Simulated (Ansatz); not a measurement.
Cs₂Cl₂⁺. Total charge 1; quartet. Geometry r2SCAN-D4/def2-TZVP; atoms count from 1.

Cartesian coordinates in Å:
```
Cs 0.5569 3.8261 -1.9289
Cs -0.5616 -3.8197 1.9402
Cl -1.1185 -0.0574 -0.4367
Cl 1.1232 0.0510 0.4255
```

In the def2 sets Cs takes a core potential; there is no spin–orbit coupling. In the quartet, Cl3 and Cl4 lie 2.40 Å apart (atoms count from 1), so these atoms are partly bonded to each other. At PBE0-D4/def2-TZVP a doublet of charge 1 lies 5.91 eV below the quartet, each at its own geometry. The structure comes from a short search, and lower isomers may exist.

Estimate the Mulliken populations from the PBE0/def2-TZVP orbitals of Ansatz.


| atom | charge (e) | spin (α − β) |
| --- | --- | --- |
| Cs1 | 0.48 | 0.50 |
| Cs2 | 0.48 | 0.50 |
| Cl3 | 0.02 | 1.00 |
| Cl4 | 0.02 | 1.00 |
Mulliken values and Mayer orders depend strongly on the basis.

Where does the spin sit?

Summed by element: Cs 1.00, Cl 2.00, of 3 unpaired in all. Largest on single atoms: Cl4 1.00, Cl3 1.00, Cs1 0.50.

And the Mayer bond orders between bonded heavy atoms (over 0.3)?

Cl3–Cl4 1.01 (2.40 Å). Values over 0.3 also appear between atoms too far apart for a bond (Cs1–Cs2 0.50 at 8.64 Å); they arise where an orbital or an unpaired electron spreads over both atoms.
